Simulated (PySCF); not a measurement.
Correlation energy of Co (cobalt, neutral)

[Ar] 3d6 4s2 5s1, high-spin 6D determinant (an excited configuration). Calculation: PySCF 2.14, in x2c-TZVPPall with one added diffuse shell each of s, p, d, f type (7s6p5d3f1g, 80 functions); the spin-free X2C one-electron Hamiltonian (Gaussian nucleus). Frozen: [Ar]; 9 electrons correlated.

```json
{"level": "CCSD", "correlation energy (mhartree)": "-194.69"}
{"level": "(T)", "correlation energy (mhartree)": "-5.56"}
{"level": "CCSD(T)", "correlation energy (mhartree)": "-200.25"}
```

Diagnostics: T1 = 0.017, D1 = 0.0579, largest double amplitude 0.090.

The outer electron is Rydberg-like, and this basis confines it to a smaller radius and binds it less than a complete one would.

Cost of the coupled-cluster step: of the order of 50 core-seconds, for 9 correlated electrons.
